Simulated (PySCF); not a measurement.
Si(F)2(Me)(NCO) (C₂H₃F₂NOSi), SMILES C[Si](F)(F)N=C=O. Heavy atoms are numbered as in [CH3:1][Si:2]([F:3])([F:4])[N:5]=[C:6]=[O:7]. Hydrogens are named by the atom that carries them.

Coordinates come from a B3LYP-D3(BJ)/def2-SVP optimisation. One conformer was computed; it need not be the lowest.

Computed with PBE/def2-TZVP (PySCF).

Atomic charges (e), one atom of each kind:

| atom | Mulliken | Löwdin | meta-Löwdin |
|---|---|---|---|
| C1 (CH3) | -0.47 | -0.42 | -0.65 |
| Si2 | 0.67 | -0.09 | 1.47 |
| F3 | -0.27 | 0.04 | -0.47 |
| N5 | -0.14 | 0.11 | -0.49 |
| C6 | 0.20 | -0.35 | 0.47 |
| O7 | -0.16 | 0.22 | -0.31 |
| H on C1 | 0.15 | 0.15 | 0.15 |

Computed Mayer and Wiberg (Löwdin basis) orders of the bonds:
```
bond    Mayer  Wiberg
------  -----  ------
C1–Si2   1.05    1.21
Si2–F3   1.18    1.71
Si2–F4   1.18    1.71
Si2–N5   1.11    1.29
N5–C6    2.03    2.45
C6–O7    2.15    2.85
```
